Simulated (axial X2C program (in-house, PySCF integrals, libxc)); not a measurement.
Which molecule has these constants?

Computed with an in-house all-electron X2C program for linear molecules (integrals from PySCF), spin-free (one-electron X2C) or two-component (2c: spin–orbit coupling with atomic mean-field Coulomb and Gaunt terms, which also bring small scalar terms), in Dyall basis sets with cores contracted in-house; open shells are unrestricted.

A two-component PBE0 calculation in a Dyall 3-zeta basis gave Re = 2.450 Å, ωe = 324.4 cm⁻¹, dipole magnitude 2.16 D, Ω = 3.

Which molecule is it?
A. AlGe
B. AlSc
C. AlV
D. AlTi
E. AlZn

C. The others have AlGe 2.467 Å and 304.1 cm⁻¹ (Ω = 3/2); AlZn 2.678 Å and 172.5 cm⁻¹ (Ω = 1/2); AlSc 2.699 Å and 282.7 cm⁻¹ (Ω = 1); AlTi 2.490 Å and 329.2 cm⁻¹ (Ω = 1/2).

Each entry is the lowest single determinant of a limited PBE0 search at one distance. De goes to single-determinant-based atoms at the same level (for ions the charge split of lowest energy) and is withheld (n/a) where an atom does not fit its ground term or J level. Main or longest-lived isotopes. One determinant is a doubtful description, or other states lie close, for AlV, AlGe, AlZn, AlSc, AlTi; these need not be ground states, and all values refer to the states named. Some open-shell Ω = 0 determinants are out of reach, so the Ω given for AlV, AlSc need not be the lowest component. With several unpaired electrons the Ω given is that of one determinant, not necessarily of the lowest component. Some light 2c atoms are not at their ground J level, so De misses part of their lowering (0.04 eV or less). The functionals have no current term, which raises determinants with orbital currents. Where the atoms have a lower orbital projection than the molecule, De at mean-field level may be about a tenth of an eV too small.
